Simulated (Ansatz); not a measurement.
Start from `N[SiH2]O[SiH3]` and change one element to get `N[SiH2]S[SiH3]`.

Ansatz, PBE0-D4/def2-TZVP geometries, multiplicity 1. Each molecule was computed in one conformer, which needn't be the lowest.

| property | `N[SiH2]O[SiH3]` |
| --- | --- |
| LUMO energy (PBE0/def2-TZVPP) / eV | 0.31 |
| HOMO–LUMO gap (PBE0/def2-TZVPP) / eV | 8.19 |
| HOMO–LUMO gap (ωB97M-V/def2-TZVPP) / eV | 12.23 |
| HOMO energy (B3LYP/def2-TZVPP) / eV | -7.60 |
| HOMO energy (ωB97M-V/def2-TZVPP) / eV | -10.31 |
| HOMO energy (PBE/def2-TZVPP) / eV | -6.42 |

(1) Give the same properties after the change, and the shifts. (Estimate.)

Results:

(1) Computed: 
```
                               property  `N[SiH2]S[SiH3]`  shift
     LUMO energy (PBE0/def2-TZVPP) / eV              0.07  -0.24
   HOMO–LUMO gap (PBE0/def2-TZVPP) / eV              7.32  -0.87
HOMO–LUMO gap (ωB97M-V/def2-TZVPP) / eV             11.09  -1.14
    HOMO energy (B3LYP/def2-TZVPP) / eV             -7.01   0.59
  HOMO energy (ωB97M-V/def2-TZVPP) / eV             -9.42   0.89
      HOMO energy (PBE/def2-TZVPP) / eV             -6.04   0.38
```

With PBE0 the HOMO rises by 0.63 eV and the LUMO falls by 0.24 eV, so the gap narrows by about 0.87 eV. PBE moves the HOMO by 0.38 eV and ωB97M-V by 0.89 eV.

B3LYP here is the variant with VWN-RPA as its local correlation; programs differ in this.
